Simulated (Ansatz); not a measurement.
`CC[N](C)[SnH]([F])[Cl]`, relaxed with RKS PBE-D4/def2-SVP in the Gaussian-basis code of Ansatz from a rough embedded geometry. The force threshold is 0.03 eV/Å; the program also tests the step.

Total charge 0; spin multiplicity 1. Sn: def2 effective core potential.

Start:

```xyz
16

C    -0.162   -2.004    0.784
C    -0.185   -0.447    0.991
N    -0.542    0.231   -0.250
C    -1.125    1.590    0.024
Sn    1.067    0.371   -1.510
F     0.575    1.424   -3.099
Cl    2.808    1.460   -0.411
H     0.663   -2.207    0.100
H    -1.088   -2.319    0.344
H     0.077   -2.451    1.741
H    -0.941   -0.256    1.760
H     0.766   -0.059    1.347
H    -1.268    2.124   -0.925
H    -0.249    2.194    0.522
H    -1.968    1.534    0.635
H     1.574   -1.184   -2.054
```

(1) By how much does the energy fall, and how many steps does the optimiser take? (An estimate is asked.)

(2) Which bonds change most? (An estimate is asked.)

(3) Give the relaxed structure. (Estimate.)

Results:

(1) Computed: 59.55 kJ/mol, in 15 steps, 2 of them rejected.

(2) Ansatz gave: C4–H15 from 1.043 to 1.114 Å; C4–H14 from 1.175 to 1.118 Å; Sn5–Cl7 from 2.328 to 2.385 Å; C1–C2 from 1.571 to 1.524 Å.

(3) Computed: 
```xyz
16

C     0.196   -1.822    0.833
C    -0.398   -0.437    1.062
N    -0.531    0.330   -0.168
C    -1.053    1.678    0.020
Sn    0.941    0.149   -1.587
F     0.537    1.686   -2.737
Cl    3.131    0.520   -0.718
H     1.253   -1.756    0.490
H    -0.389   -2.391    0.081
H     0.210   -2.409    1.772
H    -1.417   -0.538    1.508
H     0.214    0.108    1.827
H    -1.027    2.236   -0.937
H    -0.489    2.271    0.782
H    -2.113    1.624    0.359
H     0.936   -1.248   -2.588
```
